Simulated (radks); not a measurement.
Results of a calculation; reference values are marked as such.
Spherical quantum dot in the effective-mass picture: electrons in a parabolic well V = omega^2 r^2 / 2 with omega = 0.121, with a point charge +1 (a donor) at the centre, all in effective atomic units (hartree* = m*/eps^2 hartree, bohr* = eps/m* bohr), one dielectric constant everywhere. Level of theory: non-relativistic Kohn-Sham, PBEsol, spin-polarised, spherical densities (a radial shooting solver with Libxc functionals). Levels are named by radial order and angular momentum (1s, 1p, 1d, 2s, ...), and open shells are averaged over m.

N = 12, configuration 1s2 1p6 1d(up 2, down 0) 2s2. This is the lowest configuration that the search found. Occupied levels:

level    occupation  eigenvalue (hartree*)  <r> (bohr*)
1s up             1                 1.6438        3.859
1s down           1                 1.6459        3.547
1p up             3                 1.7036        7.005
1p down           3                 1.7130        6.913
2s up             1                 1.7153        5.626
2s down           1                 1.7225        5.835
1d up             2                 1.7501        7.614

Energy (hartree*): total 10.7861, kinetic 1.3059, external 1.0562, Hartree 10.234, exchange-correlation -1.8100.

Electron density:

r (bohr*)  n(r) (e/bohr*^3)
0.273                0.2173
1.30                0.03507
2.33               0.008453
3.36               0.003750
4.38               0.003391
5.41               0.003826
6.44               0.003848
7.47               0.003098
8.50               0.001899
9.53              0.0008433
10.6              0.0002660
11.6             0.00006179
12.6             0.00001061
13.6              1.336e-06
